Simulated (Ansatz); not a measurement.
Diatomic CrMo, closed-shell singlet (the spin of the measured ground state). No spin–orbit coupling. Cr is treated without relativity. The T1 diagnostic near the minimum is 0.068, so single-reference values are doubtful.

The constants come from a fifth-degree fit in 1/R (seven points, main isotopes). Runs in def2 and cc sets follow the lowest solution found near the PBE0 minimum. The singlet is held restricted.

Run with Ansatz (a first-principles code) with Gaussian orbitals.  In def2 rows elements past Kr take small-core potentials, without spin–orbit coupling.

### Question
What bond length and harmonic frequency does SVWN5/def2-TZVPP give, and what D_e (from each atom's lowest state at the same level)?

### Answer
r_e = 1.743 Å, ω_e = 701 cm⁻¹, D_e = 4.22 eV.

### Question
What bond length and harmonic frequency does PBE/def2-TZVPP give, and what D_e (from each atom's lowest state at the same level)?

### Answer
r_e = 1.764 Å, ω_e = 666 cm⁻¹, D_e = 2.42 eV.

### Question
What bond length and harmonic frequency does B97M-V/def2-TZVPP give, and what D_e (from each atom's lowest state at the same level)?

### Answer
r_e = 1.738 Å, ω_e = 696 cm⁻¹, D_e = -0.43 eV.

Measured for the ground state: r_e 1.8182 Å [Morse and co-workers].
